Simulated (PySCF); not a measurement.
PBE on Cu⁻ (copper, charge -1), [Ar] 3d10 4s2, closed-shell 1S. Computed with PySCF 2.14 in def2-TZVPPD (6s6p4d2f1g, 67 functions), with the non-relativistic Hamiltonian (point nucleus).

```
cycle= 1 E= -1640.08722155504  delta_E= 0.158  |g|= 1.05  |ddm|= 0.712
cycle= 2 E= -1638.96930941881  delta_E= 1.12  |g|= 2.83  |ddm|= 1.52
cycle= 3 E= -1640.25934482429  delta_E= -1.29  |g|= 0.333  |ddm|= 0.998
cycle= 4 E= -1640.28294525338  delta_E= -0.0236  |g|= 0.129  |ddm|= 0.379
cycle= 5 E= -1640.28683008184  delta_E= -0.00388  |g|= 0.00679  |ddm|= 0.106
cycle= 6 E= -1640.28684358374  delta_E= -1.35e-05  |g|= 9.15e-05  |ddm|= 0.00795
cycle= 7 E= -1640.28684358549  delta_E= -1.75e-09  |g|= 3.8e-06  |ddm|= 7.35e-05
cycle= 8 E= -1640.28684358549  delta_E= 3.64e-12  |g|= 6.96e-07  |ddm|= 4.56e-06
converged SCF energy = -1640.28684358549  <S^2> = -2.3092639e-14  2S+1 = 1
```

Highest occupied orbital energy: 1.587 eV; ⟨L²⟩ = 0.00; populations by l: s 8.00, p 12.00, d 10.00, f 0.00.

Problem. Can this result be used?

Solution. With care. The run converged. At PBE the highest occupied level has a positive energy, so only the finite basis holds that electron; in a semilocal or global hybrid functional this comes from self-interaction and does not mean that the real anion is unbound.
